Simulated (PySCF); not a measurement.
## A ladder of Hamiltonians for Au⁶⁵⁺ (gold, charge +65)

Occupied: 1s1/2, 2s1/2, 2p1/2, 2p3/2, 3s1/2, 3p1/2. Hartree-Fock calculated with PySCF 2.14 in an even-tempered Gaussian basis (16 s from 9.7 bohr⁻², ratio 2.7; 14 p from 12 bohr⁻², ratio 2.7), Gaussian nucleus throughout. NR is non-relativistic, sf-X2C the spin-free one-electron X2C Hamiltonian, X2C adds the bare one-electron spin-orbit term, X2C-SNSO screens it by Boettger's factors, DC is four-component Dirac-Coulomb, and the Gaunt and Breit terms are added at first order (total energies over the DC spinors, levels after relaxing the spinors in that mean field). QED terms are absent. Levels marked empty are virtual spinors of this ion; the basis has s and p functions only, so 3d, which can lie below the n = 4 levels, is absent.

```json
{"Hamiltonian": "X2C", "E (hartree)": "-13994.9257", "E − E(DC) (hartree)": "5.2177", "CPU seconds": "0.22"}
{"Hamiltonian": "X2C-SNSO", "E (hartree)": "-13992.7632", "E − E(DC) (hartree)": "7.3802", "CPU seconds": "0.22"}
{"Hamiltonian": "DC", "E (hartree)": "-14000.1434", "E − E(DC) (hartree)": "0.0000", "CPU seconds": "13"}
{"Hamiltonian": "DC+Gaunt", "E (hartree)": "-13980.7164", "E − E(DC) (hartree)": "19.4270", "CPU seconds": "24"}
{"Hamiltonian": "DC+Breit", "E (hartree)": "-13982.4545", "E − E(DC) (hartree)": "17.6889", "CPU seconds": "81"}
```

| level (eV) | X2C | X2C-SNSO | DC | DC+Gaunt | DC+Breit |
| --- | --- | --- | --- | --- | --- |
| 1s1/2 | -86702.4 | -86704.6 | -86810.3 | -86504.3 | -86525.1 |
| 2s1/2 | -19756.5 | -19757.3 | -19773.1 | -19738.5 | -19741.3 |
| 2p1/2 | -19251.0 | -19208.3 | -19219.5 | -19161.1 | -19166.7 |
| 2p3/2 | -17290.7 | -17304.0 | -17314.9 | -17277.6 | -17283.1 |
| 3s1/2 | -7945.8 | -7946.1 | -7949.9 | -7941.1 | -7942.2 |
| 3p1/2 | -7773.3 | -7762.2 | -7765.2 | -7750.1 | -7752.0 |
| 3p3/2 (empty) | -7126.7 | -7130.3 | -7132.6 | -7123.3 | -7125.2 |
| 4s1/2 (empty) | -4142.5 | -4142.6 | -4143.9 | -4140.7 | -4141.2 |

```tsv
interval (eV)	X2C	X2C-SNSO	DC	DC+Gaunt	DC+Breit
2p3/2 − 2p1/2	1960	1904	1905	1883	1884
```

Weight of the small component: 1s1/2 0.0900, 2s1/2 0.0211, 2p1/2 0.0211, 2p3/2 0.0188, 3s1/2 0.00819, 3p1/2 0.00812, 3p3/2 0.00746, 4s1/2 0.00388.

Koopmans' value for the highest occupied level at DC+Breit: 7752.0 eV, against an ionisation energy of 7760 ± 30 eV (theoretical estimate listed by NIST; NIST Atomic Spectra Database, ionization energies); the former lacks relaxation, correlation, QED and recoil.

The whole ladder took 120 s of wall time on 1 thread of Intel(R) Xeon(R) Platinum 8375C CPU @ 2.90GHz (shared host), launched as `OMP_NUM_THREADS=1 python relrun2.py TASK.json OUT` (a driver that calls PySCF for each Hamiltonian).
